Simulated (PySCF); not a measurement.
**ZnP, PBE0: how much the basis matters**

PySCF, UKS reference; quartet, unpaired electrons σ ↑, π ↑↑; De to Zn + P without counterpoise correction.

```json
{"basis": "def2-SVP", "relativity": "no relativity", "functions": "49", "Re (Å)": "2.457", "ωe (cm⁻¹)": "218", "De (eV)": "0.47", "μ (D)": "-1.40"}
{"basis": "def2-SVPD", "relativity": "no relativity", "functions": "58", "Re (Å)": "2.422", "ωe (cm⁻¹)": "246", "De (eV)": "0.71", "μ (D)": "-0.83"}
{"basis": "x2c-TZVPPall", "relativity": "spin-free X2C", "functions": "106", "Re (Å)": "2.423", "ωe (cm⁻¹)": "227", "De (eV)": "0.43", "μ (D)": "-0.86"}
```

**Question.** How does each smaller set differ from the one with most functions, x2c-TZVPPall?

**Answer.** def2-SVP: +3.4 pm, -4.0 % in ωe, +0.04 eV in De; def2-SVPD: -0.1 pm, +8.4 % in ωe, +0.28 eV in De. All at PBE0; the set with most functions is neither the basis-set limit nor always the best. The rows treat relativity differently, so the differences are not basis effects alone.

A positive dipole means Zn(−)P(+). The state is the lowest determinant that a PBE0 search found; another state may lie lower at other levels.
